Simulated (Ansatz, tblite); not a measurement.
Forces on Mo5Se9 at its PBE-D4/def2-SVP geometry. Total charge 0; singlet.

In the def2 sets Mo takes a core potential; there is no spin–orbit coupling. The xTB rows come from tblite. Single mean-field runs in def2-TZVP are fitted with def2-universal-jkfit. The restricted singlet is unstable towards broken spin symmetry in Hartree–Fock (as tested in another run); at PBE-D4/def2-TZVP this wasn't settled. Another isomer (singlet) lies 0.03 eV lower at PBE0-D4/def2-TZVP; other spin states weren't run for this one.

GFN1-xTB (tblite), largest force 1.73 eV/Å:

```xyz
14
positions Å, forces eV/Å
Mo    0.986    0.723    1.329   -0.520    0.879    1.008
Mo    1.541   -1.652    0.207    1.081   -0.938    0.246
Mo   -0.927   -0.833    0.264   -0.067   -1.484    0.887
Mo    1.074    0.439   -1.296   -0.462    0.491   -1.301
Mo   -1.995    0.503   -1.547   -0.941    0.909   -0.945
Se    2.010    2.366   -0.201    0.417    0.404   -0.163
Se    2.751   -1.219   -1.883    0.287   -0.191   -0.038
Se    2.654   -0.847    2.201    0.306   -0.297    0.082
Se   -2.881   -1.683   -1.201   -0.102    0.357   -0.212
Se   -2.827    2.184   -0.284   -0.529    0.304   -0.501
Se   -0.270   -3.214    0.611    0.236   -0.377    0.176
Se   -0.638    2.279    2.390    0.351   -1.094    0.185
Se   -0.339    1.020   -3.235    0.097    0.028    0.159
Se   -1.139   -0.064    2.645   -0.153    1.009    0.416
```

GFN2-xTB (tblite), largest force 1.06 eV/Å:

```
Mo -0.607 0.091 -0.139
Mo 0.146 0.105 0.167
Mo 0.745 -0.477 0.053
Mo -1.056 0.046 -0.116
Mo 0.065 0.307 0.155
Se 0.242 0.127 -0.171
Se 0.041 -0.127 0.130
Se 0.039 -0.247 -0.131
Se -0.023 0.503 -0.130
Se -0.317 -0.009 -0.614
Se 0.380 -0.180 0.117
Se 0.278 -0.913 0.277
Se 0.156 -0.034 0.225
Se -0.089 0.808 0.177
```

PBE-D4/def2-TZVP (Ansatz), largest force 0.23 eV/Å:

```
Mo -0.018 0.013 0.023
Mo -0.024 0.024 0.007
Mo -0.013 -0.080 0.040
Mo 0.051 0.016 -0.040
Mo 0.008 -0.036 0.049
Se -0.067 -0.139 0.002
Se -0.121 0.049 0.113
Se -0.096 0.013 -0.107
Se 0.094 0.147 0.001
Se 0.016 -0.087 -0.077
Se 0.068 0.133 -0.033
Se 0.023 -0.203 0.004
Se -0.015 -0.030 0.132
Se 0.094 0.180 -0.114
```
